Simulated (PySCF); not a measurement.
# Computed properties of CF₃, SMILES [C](F)(F)F

CF3, SMILES F[C](F)F (connectivity only; charge and spin as stated), charge +1, multiplicity 1. The structure is a stationary point at TPSSh-D3(BJ)/def2-TZVP. The multiplicity is an assumed one; other spin states were not compared. The isomer is the one that the SMILES or the coordinates give; other isomers of the formula were not compared. Other conformers were not sampled. All values are computed for the isolated molecule unless a solvent is named; none is compared with measurement here.

**Structure.** The optimised structure has D3h symmetry. All 6 harmonic modes at TPSSh-D3(BJ)/def2-TZVP (PySCF) are real, so it is a minimum. With heavy atoms numbered as in [F:1][C:2]([F:3])[F:4], the shortest bond between them is F1–C2 at 1.238 Å and the longest C2–F4 at 1.238 Å.

**Vibrations.** The strongest infrared lines (harmonic, unscaled, degenerate partners summed) lie at 1655 cm⁻¹ (848 km/mol, C 74 %, F 26 %), 786 cm⁻¹ (56 km/mol, C 83 %, F 17 %), 579 cm⁻¹ (23 km/mol, F 91 %, C 9 %). The softest mode is at 579 cm⁻¹ and the zero-point energy is 9.0 kcal/mol.

**Electronic structure.** PBE0/def2-TZVPD (PySCF) places the frontier levels at -21.82 and -10.53 eV, a gap of 11.29 eV and a mean polarisability of 13.5 bohr³. PBE/def2-TZVPD (PySCF) at the same geometry gives -19.45 and -11.71 eV, so its gap is 3.55 eV narrower. An orbital gap is neither the optical nor the fundamental gap.

**Excitations.** TDDFT-PBE0/def2-SVPD (PySCF) has S1 at 8.59 eV (144 nm, f = 0.000, dark); the most intense of the 10 singlets computed lies at 11.09 eV (f = 0.26). Strengths of degenerate partners are summed. T1 (TDA) is at 8.24 eV. TDDFT-PBE/def2-SVPD (PySCF) puts S1 at 7.78 eV. No vertical singlet excitation falls in the visible range (under 3.1 eV).

**NMR.** GIAO shifts at KT2/pcSseg-2 (PySCF) (non-relativistic, atoms alike by connectivity averaged): ¹³C at 162.4 ppm against TMS; ¹⁹F at 12.0 ppm against CFCl3.

**Solvation.** SMD-B3LYP/def2-SVP (PySCF) gives -72.3 kcal/mol in water, -66.5 kcal/mol in dichloromethane, -71.5 kcal/mol in acetone (1 M in both phases, gas-phase geometry); of these solvents water holds the molecule best.
